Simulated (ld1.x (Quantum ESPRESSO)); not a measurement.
magnesium (Mg): one change to a TM potential, before and after

- Element: Mg
- Generator: ld1.x (Quantum ESPRESSO) 7.5
- Type: norm-conserving Troullier–Martins (Kleinman–Bylander form)
- Functional: PW91
- Relativity: scalar-relativistic
- Frozen core: [Ne]
- Valence charge: 2
- Reference configuration: 3s2 3p0
- Partial waves: 3p (bound, empty): rc 2.30 bohr; 3d channel at -0.1 Ry: rc 2.60 bohr; 3s (bound): rc 2.75 bohr
- Local potential: the s channel
- Core correction: none

All-electron outer shells of the reference configuration (PW91, scalar-relativistic, ld1.x):

```tsv
shell	level (eV)	outermost node (bohr)	outermost maximum (bohr)
2s	-79.91	0.18	0.54
2p	-46.75	–	0.48
3s	-4.74	0.90	2.56
3p	-1.37	0.96	3.46
```

Change: wave 3p (bound): rc 2.30 bohr becomes 3p (bound): rc 1.78 bohr.

Cutoffs: the cutoffs (Ry, on a coarse ladder) from which the occupation-weighted sum of valence levels, in a spherical-Bessel basis at the reference potential, stays within 10 and 1 mRy of its value at 400 Ry; they do not see the model core or the augmentation charge, which bear on the density cutoff. Errors are all-electron minus pseudo energies relative to the spin-unpolarised reference configuration.

Question: What does the change do?

Answer: The potential gets neither clearly harder nor softer (6 Ry and 15 Ry → 6 Ry and 15 Ry); of the 5 tests that both files solve, the error grows in 3 and shrinks in 0 by more than 15 % and 0.3 meV (median size 8.6 → 18.4 meV); neither file shows a bound ghost. That the errors move this way runs against the usual rule that smaller radii transfer better.

```csv
quantity,base,changed
"cutoff, loose",6 Ry,6 Ry
"cutoff, tight",15 Ry,15 Ry
bound ghosts,none,none
"error for 3s1 3p0, meV [ΔE 7.99 eV]",+6.7,+6.7
"error for 3s1.5 3p0, meV [ΔE 3.16 eV]",+0.7,+0.7
"error for 3s1 3p1, meV [ΔE 3.49 eV]",+8.6,+18
"error for 3s0 3p1, meV [ΔE 12.35 eV]",+98,+457
"error for 3s0 3p2, meV [ΔE 7.18 eV]",+56,+217
s: phases at 2.99 bohr within 0.05 rad from the reference energy up to (Ry; the scan ends near 5),1.5,1.5
p: phases at 2.99 bohr within 0.05 rad from the reference energy up to (Ry; the scan ends near 5),0.3,0.2
d: phases at 2.99 bohr within 0.05 rad from the reference energy up to (Ry; the scan ends near 5),3.6,3.6
```
